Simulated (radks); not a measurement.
Excited configurations of Pb: one electron is placed in a higher orbital outside [Hg] 6p1. The ground configuration is [Hg] 6p2. Calculated with a radial shooting solver on a logarithmic mesh with Libxc functionals: Dirac Kohn-Sham, LDA (Slater exchange, Perdew-Wang correlation), spin-unpolarised, spherical densities, point nucleus; open shells fill j = l - 1/2 first. Excitation = E - E(ground); binding = E(ion) - E, where the ion is the core of charge +1; n* = 1/sqrt(2 binding) in atomic units, and the quantum defect is n - n*.

outer orbital  excitation (eV)  binding (eV)     n*  quantum defect  eigenvalue (eV)
5f5/2                    6.724         0.916  3.855           1.145           -0.438
6d3/2                    5.871         1.769  2.773           3.227           -0.712
6f5/2                    7.006         0.634  4.631           1.369           -0.369
7d3/2                    6.540         1.099  3.518           3.482           -0.605
7f5/2                    7.180         0.460  5.440           1.560           -0.290

The Delta-SCF ionisation energy is 7.640 eV (NIST Atomic Spectra Database: 7.417 eV, measured). Self-interaction in the functional shifts the binding energies and quantum defects, so they are the method's values and not measured ones. Spin polarisation and multiplet splitting are left out, so open shells lie too high by an amount that depends on their filling.

Beside tabulated values, note that spin-unpolarised runs miss the spin-polarisation part of the exchange energy of open shells.
